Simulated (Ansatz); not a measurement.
Ansatz (an electronic-structure program) input:

Ansatz 0.2 input:
```yaml
crystal:
  periodic: [false, false, false]
  atoms:
    - {symbol: C, position_ang: [-2.25084546, -0.02756413, -0.11565726]}
    - {symbol: C, position_ang: [-1.11033469, 0.12750955, 0.49176546]}
    - {symbol: C, position_ang: [0.12917447, -0.71272209, 0.20559255]}
    - {symbol: C, position_ang: [1.27049657, 0.11341881, -0.17756154]}
    - {symbol: N, position_ang: [2.15944881, 0.77998730, -0.47294440]}
    - {symbol: H, position_ang: [-2.69045187, -0.63858073, -0.88760347]}
    - {symbol: H, position_ang: [-0.98962825, 0.88681393, 1.26095516]}
    - {symbol: H, position_ang: [-0.07015933, -1.43334932, -0.58841301]}
    - {symbol: H, position_ang: [0.40315246, -1.27864784, 1.10083702]}
basis:
  gaussian:
    orbitals: def2-TZVP
hamiltonian:
  xc: b3lyp
  dispersion: d3bj
magnetization: {spin_polarized: true, initial_magnetization: 1}
phonons: {temperatures: {t_min: 298.15, t_max: 298.15, t_step: 100}}
```

Which total energy does the run end on?

-209.55072 Eh (B3LYP-D3(BJ)/def2-TZVP). The basis has 179 functions.

It need not be the lowest isomer of its formula.
